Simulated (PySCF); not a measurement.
A structure optimised at PBE-D3(BJ)/def2-SVP, used in a PySCF frequency run:

```xyz
13

Be     0.0000     0.0000     1.0238
N      0.0000     0.0000     2.5319
H      0.8310     0.0000     3.1283
H     -0.8310     0.0000     3.1283
N      0.0000     0.0000    -0.4909
C      0.0000    -1.2079    -1.2924
C      0.0000     1.2079    -1.2924
H     -0.8961    -1.2719    -1.9586
H      0.8961    -1.2719    -1.9586
H      0.0000    -2.1110    -0.6478
H      0.8961     1.2719    -1.9586
H     -0.8961     1.2719    -1.9586
H      0.0000     2.1110    -0.6478
```

Problem. Write its SMILES, formula and point group.

Solution. C[N](C)[Be][NH2], C2H8BeN2, C2v

Problem. What are its rotational constants (standard atomic weights)?

Solution. 9.1578, 2.7588, 2.2058 GHz
